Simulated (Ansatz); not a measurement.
In₂Te₃⁺. The state is a doublet with charge 1. Geometry r2SCAN-D4/def2-SVP, that of the neutral singlet; atoms count from 1.

```csv
atom,x (Å),y (Å),z (Å)
In1,1.165,-1.998,-0.753
In2,-2.020,1.062,0.841
Te3,-0.746,0.218,-1.910
Te4,1.135,1.242,-0.118
Te5,0.466,-0.525,1.939
```

In the def2 sets In, Te take a core potential; there is no spin–orbit coupling. The structure comes from a short search, and lower isomers may exist.

(1) Estimate the Mulliken populations from the PBE0/def2-TZVP orbitals of Ansatz.

(2) Where does the spin sit?

(3) And the Mayer bond orders between heavy atoms (over 0.3)?

Results:

(1) 
```json
{"atom": "In1", "charge (e)": "0.50", "spin (α − β)": "0.08"}
{"atom": "In2", "charge (e)": "0.50", "spin (α − β)": "0.08"}
{"atom": "Te3", "charge (e)": "-0.05", "spin (α − β)": "0.39"}
{"atom": "Te4", "charge (e)": "0.10", "spin (α − β)": "0.07"}
{"atom": "Te5", "charge (e)": "-0.05", "spin (α − β)": "0.39"}
```
Mulliken values depend strongly on the basis.

(2) Summed by element: In 0.15, Te 0.85, of 1 unpaired in all. Largest on single atoms: Te3 0.39, Te5 0.39, In1 0.08.

(3) In1–Te3 0.46 (3.15 Å); In1–Te5 0.46 (3.15 Å); In2–Te3 0.46 (3.15 Å); In2–Te5 0.46 (3.15 Å); Te3–Te4 1.12 (2.79 Å); Te4–Te5 1.12 (2.79 Å).
